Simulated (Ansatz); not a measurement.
Job for Ansatz (a first-principles code): R-PBE0/def2-TZVPP on H4OSn (SMILES [OH][SnH3]), a point of a torsion scan. Elements past Kr take the def2 small-core potentials; no spin–orbit coupling.

Ansatz 0.2 input:
```yaml
crystal:
  periodic: [false, false, false]
  atoms:
    - {symbol: O, position_ang: [1.31241713, 0.16690680, 0.59715439]}
    - {symbol: Sn, position_ang: [-0.50481205, -0.01313304, -0.05523868]}
    - {symbol: H, position_ang: [2.02798222, -0.01311876, -0.00793053]}
    - {symbol: H, position_ang: [-0.90101231, -1.62973845, -0.04206697]}
    - {symbol: H, position_ang: [-0.58245010, 0.62261305, -1.59496967]}
    - {symbol: H, position_ang: [-1.33831224, 0.85931311, 1.06417961]}
basis:
  gaussian:
    orbitals: def2-TZVPP
hamiltonian:
  xc: {name: PBE0}
scf: {lower_state_search: off}
```

Question: What total energy does the run end on?

Answer: -291.8691 hartree.
